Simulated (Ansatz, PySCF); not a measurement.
Noncovalent pair: H2O (SMILES O) (first 3 atoms) with CH2O (SMILES C=O); geometry from B3LYP-D3(BJ)/def2-TZVP, rigid monomers moved along the line of their centres of mass till O1···C4 is 2.54 Å.
(charge 0, multiplicity 1):
```xyz
7

O     -0.1503     0.4376    -0.1146
H      0.4921     0.1685    -0.7793
H     -0.5236    -0.3821     0.2299
C      0.0046     0.6072     2.4188
O     -0.3993    -0.5134     2.5795
H      1.0841     0.8471     2.4200
H     -0.6775     1.4627     2.2674
```

Interaction energies are E(AB) − E(A) − E(B) at the monomers' geometry in the complex; basis-set methods are counterpoise corrected.

Frozen-core correlation. CBS: X⁻³ extrapolation of the correlation energy, Hartree–Fock from the larger set.

Programs: Ansatz (a first-principles code) with Gaussian orbitals; PySCF for the dispersion terms. Each number belongs to the level named beside it.

PBE/def2-TZVPPD gives -6.3 kJ/mol for the interaction energy.

Problem. How do the other levels lie against it? Give each less PBE: PBE-D3(BJ)/def2-TZVPPD, r2SCAN/def2-TZVPPD, PBE0/def2-TZVPPD, wB97M-V/def2-TZVPPD, MP2/CBS(aug-cc-pVDZ, aug-cc-pVTZ), CCSD(T)/CBS(aug-cc-pVDZ, aug-cc-pVTZ).

Solution. PBE-D3(BJ)/def2-TZVPPD -3.4; r2SCAN/def2-TZVPPD -4.9; PBE0/def2-TZVPPD -0.4; wB97M-V/def2-TZVPPD -3.2; MP2/CBS(aug-cc-pVDZ, aug-cc-pVTZ) -2.2; CCSD(T)/CBS(aug-cc-pVDZ, aug-cc-pVTZ) -2.1 kJ/mol. 0 of 6 lie above PBE; the widest gap is to r2SCAN/def2-TZVPPD.
